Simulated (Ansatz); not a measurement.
Single points on BMe2Br (C₂H₆BBr).

```yaml
crystal:
  periodic: [false, false, false]
  atoms:
    - {symbol: B, position_ang: [-0.258453, -0.443759, 0.000027]}
    - {symbol: C, position_ang: [1.301772, -0.503789, 0.032622]}
    - {symbol: H, position_ang: [1.593077, -0.446061, 1.099894]}
    - {symbol: H, position_ang: [1.763429, 0.368546, -0.456842]}
    - {symbol: H, position_ang: [1.732395, -1.432352, -0.366070]}
    - {symbol: C, position_ang: [-1.076958, 0.886098, -0.032051]}
    - {symbol: H, position_ang: [-1.195995, 1.153261, -1.100323]}
    - {symbol: H, position_ang: [-0.535523, 1.723528, 0.435436]}
    - {symbol: H, position_ang: [-2.088420, 0.808027, 0.389660]}
    - {symbol: Br, position_ang: [-1.235314, -2.113489, -0.002353]}
basis:
  gaussian: {orbitals: def2-TZVP, initial_orbitals: start.molden}
hamiltonian: {xc: {text: "exchange = 0.50*pbe_x + 0.50*exact_x\ncorrelation = pbe_c"}}
scf: {omitted_lower_state_checks: [starts]}
output: {orbitals: {seedname: orbitals}}
```

The file start.molden holds the orbitals of an earlier run on this structure, at another level or in another basis.

```sh
$ ansatz run in.yaml --threads 4 --pin off --events-out ev --progress --plain --max-ram 3916MiB
```

It prints (some lines left out):

```
Functional definition: unnamed
1370 factors; their error is unknown
mean field evaluation 1: about -72887.5906 eV, gradient 1.0e1 eV
mean field evaluation 2: about -72887.6760 eV, gradient 1.1e-1 eV
mean field evaluation 4: about -72888.5661 eV, gradient 6.8e-4 eV
mean field -72888.56606423 eV, -2678.6053972160 hartree, gradient 1.5e-5 eV, S^2 0.000000; 0 other end points of the search recorded, 0 dependent functions left out
reference -72888.56608303 eV, -2678.6053979066 hartree; 29, 29 occupied and 148, 148 virtual orbitals, 1370 factors
Total energy: -72888.56608303 eV, -2678.6053979066 hartree
Checks for a lower state left out: starts
```

Hardware: 4 threads of Arm Neoverse V2 on a shared host. Wall time 2 s.

First input, but with `gaussian: {orbitals: def2-TZVPD, initial_orbitals: start.molden}`, `hamiltonian: {xc: r2scan, dispersion: d4}` (abridged; 4.4 s):

```
Functional definition: r2SCAN
mean field -72894.84225465 eV, -2678.8360429598 hartree, gradient 1.7e-5 eV, S^2 0.000000
Total energy: -72894.88748538 eV, -2678.8377051584 hartree
Checks for a lower state left out: starts
```

The first input with `hamiltonian: {xc: pbe, dispersion: d4}`, `output: {forces: true, orbitals: {seedname: orbitals}}` (abridged; 1.9 s):

```
Functional definition: PBE
mean field -72882.15962507 eV, -2678.3699649190 hartree, gradient 1.1e-5 eV, S^2 0.000000
Total energy: -72882.34554237 eV, -2678.3767972539 hartree
Atom 0 force     0.107104     0.181796    -0.003580 eV/Å
Atom 1 force    -0.030337    -0.016772     0.005551 eV/Å
Atom 2 force     0.034388    -0.004517    -0.030351 eV/Å
Atom 3 force     0.002385    -0.028670     0.020221 eV/Å
Atom 4 force     0.004429     0.041882     0.021712 eV/Å
Atom 5 force    -0.004326    -0.041534     0.000867 eV/Å
Atom 6 force    -0.019022     0.029120     0.025510 eV/Å
Atom 7 force    -0.023701    -0.008982    -0.017807 eV/Å
Atom 8 force     0.033202     0.025371    -0.022933 eV/Å
Atom 9 force    -0.104122    -0.177692     0.000810 eV/Å
Dipole moment:     0.174345     0.299180     0.000243 e Å
Checks for a lower state left out: starts
```

The first input with `gaussian: {orbitals: STO-3G}`, `hamiltonian: {xc: hf}` (abridged; 0.15 s):

```
Functional definition: HF
mean field -72039.57993235 eV, -2647.4057323328 hartree, gradient 4.5e-5 eV, S^2 0.000000
Total energy: -72039.57993235 eV, -2647.4057323328 hartree
Checks for a lower state left out: starts
```

The first input with `hamiltonian: {xc: r2scan, dispersion: d4}` (abridged; 3.3 s):

```
Functional definition: r2SCAN
mean field -72894.82426735 eV, -2678.8353819386 hartree, gradient 1.4e-5 eV, S^2 0.000000
Total energy: -72894.86948870 eV, -2678.8370437926 hartree
Checks for a lower state left out: starts
```

The first input with `hamiltonian: {xc: {name: CAM-B3LYP}, dispersion: d4}` (abridged; 2.2 s):

```
Functional definition: CAM-B3LYP
mean field -72898.67901369 eV, -2678.9770412539 hartree, gradient 1.4e-5 eV, S^2 0.000000
Total energy: -72898.83840146 eV, -2678.9828986462 hartree
Checks for a lower state left out: starts
```

As the first input, with `hamiltonian: {xc: {text: "exchange = 0.95*pbe_x + 0.05*exact_x\ncorrelation = pbe_c"}}` (abridged; 1.9 s):

```
Functional definition: unnamed
mean field -72882.76898200 eV, -2678.3923583734 hartree, gradient 2.0e-5 eV, S^2 0.000000
Total energy: -72882.76901931 eV, -2678.3923597443 hartree
Checks for a lower state left out: starts
```

Geometry: PBE0-D4/def2-SVP.
